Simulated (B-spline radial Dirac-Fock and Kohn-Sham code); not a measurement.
Form factor and incoherent scattering function of Mo

System: the free molybdenum atom, configuration [Kr] 4d5 5s1.

Input file task.json (cfg lists n, l and occupation; rrms is the nuclear radius in fm):

```json
{"items": [{
  "Z": 42,
  "q": 0,
  "cfg": [[1, 0, 2], [2, 0, 2], [2, 1, 6], [3, 0, 2], [3, 1, 6], [3, 2, 10], [4, 0, 2], [4, 1, 6], [4, 2, 5], [5, 0, 1]],
  "A": 98,
  "rrms": 4.4091,
  "do": ["scatter"],
  "s": [0.0, 0.05, 0.1, 0.15, 0.2, 0.25, 0.3, 0.35, 0.4, 0.45, 0.5, 0.6, 0.7, 0.8, 0.9, 1.0, 1.1, 1.2, 1.4, 1.6, 1.8, 2.0, 2.5, 3.0, 3.5, 4.0, 5.0, 6.0],
  "pz": [0, 0.1, 0.2, 0.3, 0.4, 0.5, 0.6, 0.8, 1.0, 1.2, 1.4, 1.6, 1.8, 2.0, 2.5, 3.0, 4.0, 5.0, 7.0, 10.0, 15.0, 20.0, 30.0, 40.0, 60.0, 100.0],
  "hv_scatter": [1000, 2000, 5000, 8047.8, 10000, 17479.3, 20000, 30000, 50000, 100000, 200000, 500000, 1000000]
}]}
```

Command: `python xray_run.py task.json out`

Method: configuration-average Dirac-Fock orbitals. Computed with a radial B-spline solver. f₀ is the Fourier transform of the spherical electron density, S the Waller-Hartree incoherent function, and s = sin θ/λ.

```csv
s (Å⁻¹),f₀,S,tabulated f₀,tabulated S
0,42.000,0.000,41.968,0.000
0.05,41.000,1.353,41.020,1.344
0.1,38.647,3.757,38.679,3.625
0.15,35.893,5.952,35.880,5.720
0.2,33.182,7.933,33.180,7.690
0.25,30.656,9.747,30.692,9.532
0.3,28.377,11.434,28.413,11.260
0.35,26.366,13.026,26.373,12.897
0.4,24.620,14.529,24.598,14.440
0.45,23.110,15.932,23.082,15.878
0.5,21.798,17.219,21.783,17.196
0.6,19.597,19.435,19.627,19.455
0.7,17.733,21.249,17.773,21.300
0.8,16.037,22.799,16.050,22.877
0.9,14.448,24.189,14.430,24.288
1,12.967,25.465,12.935,25.581
1.1,11.620,26.644,11.590,26.771
1.2,10.428,27.732,10.412,27.865
1.4,8.540,29.651,8.554,29.783
1.6,7.250,31.257,7.273,31.377
1.8,6.396,32.592,6.409,32.702
2,5.813,33.704,5.806,33.808
2.5,4.828,35.796,4.782,35.901
3,3.988,37.259,3.958,37.370
3.5,3.216,38.310,3.229,38.415
4,2.580,39.060,2.617,39.150
5,1.766,39.988,1.775,40.052
6,1.373,40.524,1.354,40.578
```

Tabulated f₀: the analytical fit of Waasmaier and Kirfel, Acta Cryst. A51, 416 (1995); tabulated S: Hubbell et al., J. Phys. Chem. Ref. Data 4, 471 (1975). These are calculations too.

f₀ starts at the number of electrons, 42, and has fallen to half at s ≈ 0.54 Å⁻¹. The sum of ⟨r²⟩ over the electrons is 58.30 bohr². It fixes the forward electron scattering factor, f_e(0) = (a₀/3)Σ⟨r²⟩ = 10.285 Å.
